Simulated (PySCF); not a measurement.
B³⁺ (boron, charge +3) across methods

1s2, closed-shell 1S. Computed with PySCF 2.14 in aug-cc-pCVQZ-DK (9s8p6d4f2g, 109 functions), with the spin-free X2C one-electron Hamiltonian (Gaussian nucleus).

| method | E (hartree) | mean ε 1s (eV) | Σ⟨r²⟩ (bohr²) | ⟨S²⟩ |
| --- | --- | --- | --- | --- |
| PBE0 | -22.0007 | -238.65 | 0.2871 | 0.000 |
| r2SCAN | -22.0395 | -234.38 | 0.2857 | 0.000 |
| BLYP | -22.0264 | -231.89 | 0.2885 | 0.000 |
| LDA | -21.7492 | -229.18 | 0.2918 | 0.000 |
| UHF | -21.99238 | -259.71 | 0.2835 | 0.000 |
| wB97X-V | -22.0450 | -240.26 | 0.2862 | 0.000 |
| LC-wPBE | -21.9965 | -237.46 | 0.2887 | 0.000 |
| PBE | -21.9884 | -231.36 | 0.2885 | 0.000 |
